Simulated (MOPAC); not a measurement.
A run for MOPAC: PM6 on CH4BClO (SMILES CB(O)Cl), a point of a torsion scan.

```
PM6 1SCF PRECISE CHARGE=0 THREADS=1
CH4BClO

C     -0.95520383 1    -0.07264980 1    -0.01895600 1
B      0.30438881 1     0.89730029 1    -0.09533065 1
O      1.38845570 1     0.78787574 1     0.68092134 1
Cl     0.34708658 1     2.20206356 1    -1.23177286 1
H     -1.72938499 1     0.18605623 1    -0.73413395 1
H     -0.66354583 1    -1.10479733 1    -0.20805303 1
H     -1.40316072 1    -0.05137907 1     0.97351452 1
H      1.41505859 1     0.08196110 1     1.32707468 1
```

Output:

```
*******************************************************************************
 **                                                                           **
 **                              MOPAC v23.2.5                                **
 **                                                                           **
 *******************************************************************************
 ** MOPAC's Digital Object Identifier: https://doi.org/10.5281/zenodo.6511958 **
 **                                                                           **
 ** Please cite the open-source release paper for use of this MOPAC version:  **
 ** J. E. Moussa and J. J. P. Stewart (2026)                                  **
 ** MOPAC: An open-source semiempirical molecular orbital program             **
 ** J. Open Source Softw., 11(119), 8025, https://doi.org/10.21105/joss.08025 **
 *******************************************************************************

                              PM6 CALCULATION RESULTS

 *******************************************************************************
 *  PM6        - The PM6 Hamiltonian to be used
 *
 *
 *
 *                 CHARGE ON SYSTEM = 0
 *
 *
 *
 *  PRECISE    - TIGHTER CRITERIA TO BE USED
 *  1SCF       - DO 1 SCF AND THEN STOP
 *  THREADS=1  - MULTI-THREADING NOT USED
 *  T=         - A TIME OF 172800.0 SECONDS REQUESTED
 *  DUMP=N     - RESTART FILE WRITTEN EVERY 7200.0 SECONDS REQUESTED
 *******************************************************************************
PM6 1SCF PRECISE CHARGE=0 THREADS=1
 CH4BClO

   ATOM   CHEMICAL          X               Y               Z
  NUMBER   SYMBOL      (ANGSTROMS)     (ANGSTROMS)     (ANGSTROMS)

     1       C         -0.95520383  *  -0.07264980  *  -0.01895600  *
     2       B          0.30438881  *   0.89730029  *  -0.09533065  *
     3       O          1.38845570  *   0.78787574  *   0.68092134  *
     4      Cl          0.34708658  *   2.20206356  *  -1.23177286  *
     5       H         -1.72938499  *   0.18605623  *  -0.73413395  *
     6       H         -0.66354583  *  -1.10479733  *  -0.20805303  *
     7       H         -1.40316072  *  -0.05137907  *   0.97351452  *
     8       H          1.41505859  *   0.08196110  *   1.32707468  *



          CARTESIAN COORDINATES

    NO.       ATOM           X           Y           Z

     1         C         -0.9552     -0.0726     -0.0190
     2         B          0.3044      0.8973     -0.0953
     3         O          1.3885      0.7879      0.6809
     4        Cl          0.3471      2.2021     -1.2318
     5         H         -1.7294      0.1861     -0.7341
     6         H         -0.6635     -1.1048     -0.2081
     7         H         -1.4032     -0.0514      0.9735
     8         H          1.4151      0.0820      1.3271

 General Reference for PM6:
 "Optimization of Parameters for Semiempirical Methods V: Modification of NDDO Approximations
 and Application to 70 Elements", J. J. P. Stewart, J. Mol. Mod., 13, 1173-1213 (2007)
 URL: https://link.springer.com/article/10.1007/s00894-007-0233-4

           Empirical Formula: C H4 O B Cl  =     8 atoms



      MOLECULAR POINT GROUP   :   Cs


      RHF CALCULATION, NO. OF DOUBLY OCCUPIED LEVELS = 12


 -------------------------------------------------------------------------------
 PM6 1SCF PRECISE CHARGE=0 THREADS=1
 CH4BClO



     1SCF WAS SPECIFIED, SO BFGS WAS NOT USED
     SCF FIELD WAS ACHIEVED


                              PM6 CALCULATION
                                                       MOPAC v23.2.5 Linux




          FINAL HEAT OF FORMATION =       -119.82569 KCAL/MOL =    -501.35069 KJ/MOL


          COSMO AREA              =        106.23 SQUARE ANGSTROMS
          COSMO VOLUME            =         90.64 CUBIC ANGSTROMS

          IONIZATION POTENTIAL    =         10.703485 EV
          HOMO LUMO ENERGIES (EV) =        -10.703  0.558
          NO. OF FILLED LEVELS    =         12
          MOLECULAR WEIGHT        =         78.3050         POINT GROUP:  Cs

          MOLECULAR DIMENSIONS (Angstroms)

            Atom       Atom       Distance
            H     8    H     5     3.76124
           Cl     4    H     6     3.60107
            H     6    H     7     1.69504


          SCF CALCULATIONS        =          1





   ATOM   CHEMICAL          X               Y               Z
  NUMBER   SYMBOL      (ANGSTROMS)     (ANGSTROMS)     (ANGSTROMS)

     1       C         -0.95520383  *  -0.07264980  *  -0.01895600  *
     2       B          0.30438881  *   0.89730029  *  -0.09533065  *
     3       O          1.38845570  *   0.78787574  *   0.68092134  *
     4      Cl          0.34708658  *   2.20206356  *  -1.23177286  *
     5       H         -1.72938499  *   0.18605623  *  -0.73413395  *
     6       H         -0.66354583  *  -1.10479733  *  -0.20805303  *
     7       H         -1.40316072  *  -0.05137907  *   0.97351452  *
     8       H          1.41505859  *   0.08196110  *   1.32707468  *

                             CARTESIAN COORDINATES

   1    C       -0.955203830    -0.072649800    -0.018956000
   2    B        0.304388810     0.897300290    -0.095330650
   3    O        1.388455700     0.787875740     0.680921340
   4   Cl        0.347086580     2.202063560    -1.231772860
   5    H       -1.729384990     0.186056230    -0.734133950
   6    H       -0.663545830    -1.104797330    -0.208053030
   7    H       -1.403160720    -0.051379070     0.973514520
   8    H        1.415058590     0.081961100     1.327074680


           Empirical Formula: C H4 O B Cl  =     8 atoms



      MOLECULAR POINT GROUP   :   Cs


                  EIGENVALUES
 -31.09369 -25.99027 -25.05100 -20.65269 -15.80413 -15.38357 -14.80023 -13.38053
 -13.34226 -11.97672 -11.24783 -10.70348   0.55800   0.88319   2.93384   3.49292
   5.19172   5.55473   5.72146   6.79379  89.09748  89.14998  89.30726  89.63306
  89.64727


              NET ATOMIC CHARGES AND DIPOLE CONTRIBUTIONS

  ATOM NO.   TYPE          CHARGE      No. of ELECS.   s-Pop       p-Pop       d-Pop
    1          C          -0.619371        4.6194     1.09768     3.52169
    2          B           0.420104        2.5799     0.94580     1.63410
    3          O          -0.492086        6.4921     1.69748     4.79460
    4         Cl          -0.159514        7.1595     1.99077     5.16519     0.00355
    5          H           0.176324        0.8237     0.82368
    6          H           0.165588        0.8344     0.83441
    7          H           0.165586        0.8344     0.83441
    8          H           0.343370        0.6566     0.65663
 DIPOLE           X         Y         Z       TOTAL
 POINT-CHG.    -0.866    -2.149     1.374     2.694
 HYBRID         0.069    -0.315     0.324     0.458
 SUM           -0.797    -2.465     1.698     3.098


          ATOMIC ORBITAL ELECTRON POPULATIONS

     Atom    s        px        py        pz      x^2-y^2     xz        z^2       yz        xy
    1  C   1.09768   1.16798   1.16720   1.18650
    2  B   0.94580   0.59766   0.54691   0.48952
    3  O   1.69748   1.64245   1.60999   1.54216
    4 Cl   1.99077   1.95921   1.56498   1.64100   0.00043   0.00057   0.00058   0.00124   0.00074
    5  H   0.82368
    6  H   0.83441
    7  H   0.83441
    8  H   0.65663

 **********************
 *                    *
 * JOB ENDED NORMALLY *
 *                    *
 **********************




 == MOPAC DONE ==
```

The run finished.

Cost: roughly 0.020 core-seconds.
